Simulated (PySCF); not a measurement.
## UHF on Ga²⁺ (gallium, charge +2)

Configuration: [Ar] 3d10 4s1, 2S determinant. Calculation: PySCF 2.14, in jorge-DZP-DKH; the spin-free X2C one-electron Hamiltonian (Gaussian nucleus).

```
Total energy                        : -1941.176366 hartree
One-electron energy                 : -2686.4044 hartree
Hartree (Coulomb) energy            : 819.3704 hartree
Exchange energy                     : -74.1423 hartree
⟨S²⟩                                : 0.7503
⟨L²⟩                                : 0.000
Sum of ⟨r⟩                          : 17.04 bohr
Sum of ⟨r²⟩                         : 17.67 bohr²
Langevin diamagnetic susceptibility : -14.0 ×10⁻⁶ cm³/mol
Time after the integrals            : 0.09 s of wall time on 1 thread of Neoverse-V2 (shared host)
```

```
shell  electrons  mean orbital energy (hartree)  rms radius, mean of both spins (bohr)
 1s α          1                     -384.44684                                 0.0560
 1s β          1                     -384.44031                                 0.0560
 2s α          1                      -50.00560                                  0.235
 2s β          1                      -49.99884                                  0.235
 2p α          3                      -43.47515                                  0.211
 2p β          3                      -43.47399                                  0.211
 3s α          1                       -7.31847                                  0.699
 3s β          1                       -7.29982                                  0.699
 3p α          3                       -5.26127                                  0.737
 3p β          3                       -5.25572                                  0.737
 3d α          5                       -1.89750                                  0.883
 3d β          5                       -1.89263                                  0.883
 4s α          1                       -1.08941                                   2.29
```

Densities and radii are taken from the X2C orbitals without a picture-change correction, which distorts them close to the nucleus.
